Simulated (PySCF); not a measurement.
# Gallium: a sound run and one with changed settings

Sound run: Ga [Ar] 3d10 4s2 4p1, Ga⁺ [Ar] 3d10 4s2. All numbers are calculated (PySCF 2.14, scalar relativity through the core potential, in aug-cc-pVDZ-PP with ECP10MDF). The sound run starts from symmetry-adapted Hartree-Fock orbitals and uses a fine grid where one is needed.

Changed run: radial step 0.5 in ln r (0.13 in the sound run). This setting is unsound on purpose.

```tsv
species	method	sound run (hartree)	changed run (hartree)	converged
Ga	UHF	-258.29123	-258.29123	yes
Ga	BP86	-259.57604	-259.52086	yes
Ga	LDA	-259.01626	-258.96144	yes
Ga⁺	UHF	-258.08833	-258.08833	yes
Ga⁺	BP86	-259.35433	-259.29861	yes
Ga⁺	LDA	-258.79625	-258.74101	yes
```

Ionisation energy of Ga:

```json
{"method": "UHF", "sound run (eV)": "5.521", "changed run (eV)": "5.521"}
{"method": "BP86", "sound run (eV)": "6.033", "changed run (eV)": "6.048"}
{"method": "LDA", "sound run (eV)": "5.987", "changed run (eV)": "5.998"}
```

A coarse radial grid mis-integrates the density and the exchange-correlation energy, with errors of either sign; Hartree-Fock needs no grid.

For comparison, NIST gives 5.999 eV between the lowest levels.
